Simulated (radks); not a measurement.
Charge is removed step by step from the 5s1/2 level of the dysprosium ion Dy+, starting from [Xe] 4f10 6s1. Calculated with a radial shooting solver on a logarithmic mesh with Libxc functionals: Dirac Kohn-Sham, PBEsol, spin-unpolarised, spherical densities, finite nucleus; open shells fill j = l - 1/2 first; Fermi nuclear charge, rms radius 5.2218 fm.

| removed (e) | E - E(0) (eV) | eigenvalue (eV) | E minus straight line (eV) |
|---|---|---|---|
| 0 | 0.000 | -55.328 | 0.000 |
| 0.1 | 5.597 | -56.608 | -0.598 |
| 0.2 | 11.322 | -57.906 | -1.068 |
| 0.3 | 17.178 | -59.220 | -1.407 |
| 0.4 | 23.167 | -60.549 | -1.613 |
| 0.5 | 29.289 | -61.893 | -1.686 |
| 0.6 | 35.546 | -63.251 | -1.624 |
| 0.7 | 41.939 | -64.621 | -1.426 |
| 0.8 | 48.470 | -66.003 | -1.090 |
| 0.9 | 55.140 | -67.397 | -0.615 |
| 1 | 61.950 | -68.802 | 0.000 |

Removing the whole electron costs 61.950 eV by Delta-SCF, against 55.328 eV from minus the eigenvalue at the starting occupation. Slater's transition state (half an electron removed) gives 61.893 eV. Integrating minus the eigenvalue over the occupation (Janak's theorem) gives 61.950 eV. The mean slope of the eigenvalue, de/dn, is 13.5 eV per electron.
